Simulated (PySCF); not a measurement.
Computed shifts of a molecule CH₆ClNSi₃, HF/pcSseg-1 (PySCF), GIAO, gas phase, equivalent atoms averaged, in ppm (number of nuclei): ²⁹Si: 9.2 (1), 3.8 (1), -88.6 (1). ¹⁵N: 578.7 (1). ¹³C: 220.8 (1). ¹H: 10.37 (1), 5.55 (1), 5.52 (1), 3.78 (3). References: ²⁹Si against TMS (σ = 393.8 ppm); ¹⁵N against NH3 (σ = 267.3 ppm); ¹³C against TMS (σ = 192.6 ppm); ³⁵Cl against HCl (σ = 958.2 ppm); ¹H against TMS (σ = 31.99 ppm), references at their B3LYP-D3(BJ)/def2-TZVP geometries, non-relativistic (without spin–orbit terms, shifts of atoms bonded to Cl or Br come out too high). Geometry: ωB97X-D3(BJ)/def2-SVP. One conformer was computed; it need not be the lowest.

Question: Which molecule gave these data?
(A) [SiH3]C1=N[SiH2][Si@@H]1Cl
(B) Cl[SiH2][Si@@H]1C=N[SiH2]1
(C) [SiH3]C1=N[Si@H](Cl)[SiH2]1
(D) [SiH3][Si@@H]1N=C[Si@@H]1Cl

Answer: D, [SiH3][Si@@H]1N=C[Si@@H]1Cl
